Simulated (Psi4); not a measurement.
Pair of molecules: NH3 (SMILES N) (first 4 atoms) with H2 (SMILES [H][H]); geometry from B3LYP-D3(BJ)/def2-TZVP, rigid monomers moved along the line of their centres of mass till N1···H5 is 2.35 Å.
(charge 0, multiplicity 1):
```xyz
6

N      0.015    -0.002    -0.138
H     -0.713     0.618    -0.473
H      0.898     0.344    -0.496
H     -0.146    -0.912    -0.554
H      0.021    -0.144     2.212
H      0.021    -0.193     2.958
```

The numbers are results of SAPT0/jun-cc-pV(D+d)Z run with Psi4, not measurements.

Task: Which attractive term is largest, and how does the interaction split up?

Result: electrostatics -132.9, exchange 232.4, induction -55.9, dispersion -39.6, total 4.0 meV; the largest attraction is electrostatics.
